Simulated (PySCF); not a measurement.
# How methods differ on the excitation energy of C²⁺

C²⁺ [He] 2s2 (1S) → C²⁺ [He] 2s1 3d1 (3D), as a difference of total energies. Calculation: PySCF 2.14, in x2c-QZVPPall with one added diffuse shell each of s, p, d, f type (8s5p4d3f1g, 73 functions); the spin-free X2C one-electron Hamiltonian (Gaussian nucleus). Correlated levels: valence: 1s2 frozen. The calculations carry no spin-orbit coupling.

```
           method  excitation energy (eV)
              UHF                  31.701
    MP2 (valence)                  32.786
SCS-MP2 (valence)                  33.125
   CCSD (valence)                  33.423
```

Question: How much does correlation contribute at MP2 (valence)?

Answer: 32.786 − (31.701) = 1.085 eV, measured against UHF.

The promoted electron is Rydberg-like, and one or two diffuse shells describe it only roughly, which tends to raise the upper state.

With two correlated electrons CCSD is exact in that space.
